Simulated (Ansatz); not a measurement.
A nudged elastic band was laid between two geometries of GeH4 + H (6 atoms, charge 0, multiplicity 2).

Computed with UKS PBE0-D4/def2-SVP (Ansatz 0.2.0).

- movable images: 2
- climbing image: yes
- spring: 5.0 eV/Å²
- optimiser: quadratic models (default)
- start path: through a guess of the saddle point
- force threshold: 0.03 eV/Å
- iteration limit: 60
- end points: relaxed

First end point:

```xyz
6
Properties=species:S:1:pos:R:3
Ge 0.000 0.000 -0.231
H 0.000 0.000 1.306
H 1.450 0.000 -0.743
H -0.724 1.255 -0.743
H -0.724 -1.255 -0.743
H 0.000 0.000 4.165
```

Last end point:

```xyz
6
Properties=species:S:1:pos:R:3
Ge 0.001 0.000 -0.526
H 0.000 0.000 2.878
H 1.469 0.000 -0.994
H -0.734 1.272 -0.994
H -0.734 -1.272 -0.994
H 0.000 0.000 3.640
```

What changes between the two ends?

Bonds broken: Ge1–H2. Bonds formed: H2–H6. GeH4 + H becomes GeH3 + H2.

What energy profile does the band end with?

The run converged. The highest image is number 1 of 0 to 3, 4.6 kJ/mol above the first end and 71.4 kJ/mol above the last; the last end lies 66.7 kJ/mol below the first. Another band between the same ends (5 images) ends at a top of the same energy, where a vibrational analysis finds 1 clearly imaginary mode. So few images can step over the top or miss a turn of the path.

```tsv
image	path coordinate (Å)	energy (kJ/mol)	Ge1–H2 (Å)	H2–H6 (Å)
0	0.00	0.0	1.54	2.86
1	1.22	4.6	1.57	1.50
2	2.13	-62.2	2.63	0.77
3	3.04	-66.7	3.40	0.76
```

What is the geometry of the highest image?


```xyz
6
Properties=species:S:1:pos:R:3
Ge 0.000 0.000 -0.020
H 0.000 0.000 1.551
H 1.453 0.000 -0.525
H -0.726 1.258 -0.525
H -0.726 -1.258 -0.525
H 0.000 0.000 3.055
```

Run time: 38 s on 1 thread of Arm Neoverse V1, on a shared host, peak memory 0.14 GiB.
